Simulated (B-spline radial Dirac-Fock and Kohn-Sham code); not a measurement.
**Scattering functions of Sm²⁴⁺**

System: the Sm²⁴⁺ ion in the configuration 1s2 2s2 2p6 3s2 3p6 3d10 4s2 4p6 4d2.

The run's input, task.json:

```json
{"items": [{
  "Z": 62,
  "q": 24,
  "cfg": [[1, 0, 2], [2, 0, 2], [2, 1, 6], [3, 0, 2], [3, 1, 6], [3, 2, 10], [4, 0, 2], [4, 1, 6], [4, 2, 2]],
  "A": 152,
  "rrms": 5.0819,
  "do": ["scatter"],
  "s": [0.0, 0.05, 0.1, 0.15, 0.2, 0.25, 0.3, 0.35, 0.4, 0.45, 0.5, 0.6, 0.7, 0.8, 0.9, 1.0, 1.1, 1.2, 1.4, 1.6, 1.8, 2.0, 2.5, 3.0, 3.5, 4.0, 5.0, 6.0],
  "pz": [0, 0.1, 0.14, 0.21, 0.3, 0.43, 0.62, 0.89, 1.3, 1.8, 2.6, 3.8, 5.5, 7.9, 11.0, 16.0, 24.0, 34.0, 49.0, 70.0, 100.0],
  "hv_scatter": [1000, 2000, 10000, 30000, 100000, 200000, 500000, 1000000]
}]}
```

Run with: `python xray_run.py task.json out`

Method: Dirac-Fock orbitals of the configuration average with a finite nucleus. Computed with a radial atomic solver. f₀ is the Fourier transform of the spherical electron density, S the Waller-Hartree incoherent function, and s = sin θ/λ. The electron scattering factor follows from the Mott-Bethe formula f_e = 0.023934 Å⁻¹·(Z − f₀)/s².

```csv
s (Å⁻¹),f₀,S,f_e (Å)
0,38.000,0.000,–
0.05,37.913,0.082,230.599
0.1,37.655,0.324,58.268
0.15,37.231,0.715,26.348
0.2,36.653,1.241,15.166
0.25,35.935,1.879,9.981
0.3,35.094,2.609,7.155
0.35,34.149,3.406,5.442
0.4,33.120,4.248,4.320
0.45,32.030,5.117,3.542
0.5,30.898,5.995,2.978
0.6,28.587,7.731,2.221
0.7,26.323,9.395,1.743
0.8,24.206,10.963,1.413
0.9,22.293,12.428,1.173
1,20.605,13.790,0.991
1.1,19.133,15.048,0.848
1.2,17.850,16.203,0.734
1.4,15.711,18.229,0.565
1.6,13.926,19.950,0.449
1.8,12.337,21.463,0.367
2,10.892,22.830,0.306
2.5,7.999,25.748,0.207
3,6.237,28.040,0.148
3.5,5.283,29.825,0.111
4,4.698,31.228,0.086
5,3.760,33.249,0.056
6,2.899,34.560,0.039
```

f₀ starts at the number of electrons, 38, and has fallen to half at s ≈ 1.11 Å⁻¹. The sum of ⟨r²⟩ over the electrons is 4.728 bohr². For an ion f_e diverges as s goes to zero, because of the net charge.
